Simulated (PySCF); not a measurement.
Run record for `c1c[nH]c[n+]1C(=O)C`: PBE0/def2-SVPD, IEF-PCM benzene, level shift 0.2 Eh, energy threshold 1e-07 Eh, full TDDFT, 12 singlets.

Method: TDDFT PBE0/def2-SVPD, vertical, IEF-PCM benzene (non-equilibrium linear response), core orbitals frozen in the response (PySCF 2.14.0, density-fitted response routines). Geometry: GFN2-xTB. The input is one job of a driver script: a line of settings, then coordinates in Å.

Command:
```bash
OMP_NUM_THREADS=1 python probes_run.py task.json out
```

Input:
```
{"job": {"kind": "uv", "xc": "PBE0", "basis": "def2-SVPD", "solvent": "benzene", "nstates": 12, "ntriplets": 5, "tda": false, "scf": {"level_shift": 0.2, "conv": 1e-07}}, "charge": 1, "multiplicity": 1}
C      2.300838    -0.304021     0.264600
C      1.335995     0.645836    -0.325756
O      1.534264     1.657456    -0.907185
N     -0.079624     0.249305    -0.149567
C     -0.609004    -0.851237     0.471763
C     -1.961322    -0.760576     0.366403
N     -2.230225     0.391415    -0.315652
C     -1.089438     0.987763    -0.619116
H      2.143753    -0.397876     1.338244
H      2.199818    -1.289550    -0.187799
H      3.308312     0.064950     0.086367
H     -0.012678    -1.608931     0.937048
H     -2.728736    -1.419312     0.720668
H     -3.156093     0.730424    -0.548857
H     -0.960275     1.912344    -1.153071
```

Output:
```
final grid: 126840 points
cycle   1  E = -378.4219038333  dE =  1.929e+00  |g| = 8.916e-01  |ddm| = 6.397e+00
cycle   2  E = -378.3242153960  dE =  9.769e-02  |g| = 1.256e+00  |ddm| = 2.723e+00
cycle   3  E = -378.5920520315  dE = -2.678e-01  |g| = 2.751e-01  |ddm| = 1.181e+00
cycle   4  E = -378.6078768758  dE = -1.582e-02  |g| = 6.621e-02  |ddm| = 4.409e-01
cycle   5  E = -378.6089189102  dE = -1.042e-03  |g| = 1.079e-02  |ddm| = 1.054e-01
cycle   6  E = -378.6089447055  dE = -2.580e-05  |g| = 8.257e-03  |ddm| = 3.289e-02
cycle   7  E = -378.6089560963  dE = -1.139e-05  |g| = 3.088e-03  |ddm| = 1.321e-02
cycle   8  E = -378.6089578773  dE = -1.781e-06  |g| = 7.695e-04  |ddm| = 5.853e-03
cycle   9  E = -378.6089580234  dE = -1.461e-07  |g| = 1.206e-04  |ddm| = 1.776e-03
cycle  10  E = -378.6089580312  dE = -7.820e-09  |g| = 4.198e-05  |ddm| = 3.985e-04
level shift removed, Fock matrix diagonalised once more
converged SCF energy = -378.6089580312

Static polarisability (au): isotropic 75.667, principal 47.377 83.617 96.006

Singlet excitations
state   eV       nm        f      main configurations
  1   4.8971    253.2   0.00051   H-1->L 0.94
  2   5.2963    234.1   0.05525   H->L 0.99
  3   6.9806    177.6   0.00430   H->L+1 0.52, H-2->L 0.45
  4   7.2637    170.7   0.00112   H-1->L+1 0.78, H-1->L+2 0.17
  5   7.4263    167.0   0.50906   H-2->L 0.45, H->L+1 0.35, H->L+2 0.16
  6   7.7778    159.4   0.00457   H->L+3 0.98
  7   7.9336    156.3   0.16733   H->L+2 0.67, H-3->L 0.12
  8   8.0799    153.4   0.00019   H-1->L+2 0.69, H-1->L+1 0.18, H-4->L 0.11
  9   8.1034    153.0   0.00010   H-4->L 0.86, H-1->L+2 0.09
 10   8.1533    152.1   0.21170   H-3->L 0.81
 11   8.4532    146.7   0.00951   H->L+4 0.93
 12   8.6744    142.9   0.04076   H-1->L+3 0.87, H-1->L+4 0.10

Triplet excitations (Tamm-Dancoff, eV): 4.0159 4.3984 5.0456 5.6706 6.5936
```

H and L stand for HOMO and LUMO; the number after each pair is its weight.

Question: Give the mean polarisability as a volume in Å³, and the ratio of the largest to the smallest principal value.

Answer: 75.667 au × 0.148185 = 11.21 Å³; 96.006/47.377 = 2.03.

Question: How does the lowest singlet excitation compare with the HOMO–LUMO gap?

Answer: HOMO -10.23 eV and LUMO -4.03 eV give a gap of 6.20 eV; S1 at 4.90 eV lies 1.30 eV below it.

In short: SCF converged in 10 cycles with 219 basis and 785 fitting functions; HOMO -10.23 eV, LUMO -4.03 eV; lowest singlet 4.90 eV; lowest triplet 4.02 eV (Tamm–Dancoff); mean polarisability 75.7 au.

One conformer (not necessarily the lowest) at the GFN2-xTB geometry, without vibrations or thermal averaging.

Question: Estimate the wall time. Hardware: an Arm Neoverse V1 with one thread, shared host with 64 logical CPUs at a one-minute load of 14. And the peak memory of the process?

Answer: About 44 s, with 0.99 GiB resident at the peak, the Python interpreter and its libraries included.

The values belong to the conformer `[CH3:1][C:2](=[O:3])[n+:4]1[cH:5][cH:6][nH:7][cH:8]1`: C1–C2–N4–C5 0°.
